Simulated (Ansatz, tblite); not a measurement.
Removing and adding an electron: In2N (the lowest doublet isomer of a short search). The state is a doublet with charge 0. Geometry: PBE-D4/def2-TZVP. Ansatz, gas phase; energy differences of separate SCF runs; the oxidised species is a triplet (the singlet lies 0.40 eV higher at PBE0-D4/def2-TZVP); the reduced species is a singlet (the triplet lies 2.04 eV higher at PBE0-D4/def2-TZVPD).

```xyz
3

In   -0.0182   -0.5758   -1.9021
In    0.0133    0.5784    1.9014
N     0.0050   -0.0026    0.0008
```

In the def2 sets In takes a core potential; there is no spin–orbit coupling. The xTB rows come from tblite. The structure comes from a short search, and lower isomers may exist.

```csv
level,−HOMO (eV),vertical IE (eV),−LUMO (eV),vertical EA (eV),HOMO–LUMO gap (eV),IE − EA (eV)
GFN2-xTB,–,11.67,–,4.86,–,6.81
PBE-D4/def2-TZVP,4.94,7.56,4.20,–,0.74,–
r2SCAN-D4/def2-TZVP,5.13,7.40,4.01,–,1.11,–
r2SCAN-D4/def2-TZVPD,5.14,–,4.02,2.03,1.12,–
```

(1) Estimate the rows for GFN1-xTB, PBE-D4/def2-TZVPD, PBE0-D4/def2-TZVP, PBE0-D4/def2-TZVPD.

Answers

(1) 
```
             level  −HOMO (eV)  vertical IE (eV)  −LUMO (eV)  vertical EA (eV)  HOMO–LUMO gap (eV)  IE − EA (eV)                       remarks
          GFN1-xTB           –             11.51           –              5.37                   –          6.14                             –
 PBE-D4/def2-TZVPD        4.95                 –        4.21              2.02                0.74             –  HOMO above zero (-1 singlet)
 PBE0-D4/def2-TZVP        5.93              7.27        3.40                 –                2.52             –                             –
PBE0-D4/def2-TZVPD        5.94                 –        3.42              2.04                2.52             –                             –
```

   A HOMO above zero means that the electron is unbound at that level or that self-interaction error raises the level; the energy of removing that electron tells which. HOMO and LUMO are the levels of the spin that leaves or enters (xTB has no such levels and no spin-polarisation term). Other spin states of the ions may lie lower, which would lower the ionisation energy or raise the affinity. Raw xTB energy differences between charge states are shifted by several eV; the methods need an empirical correction for them.
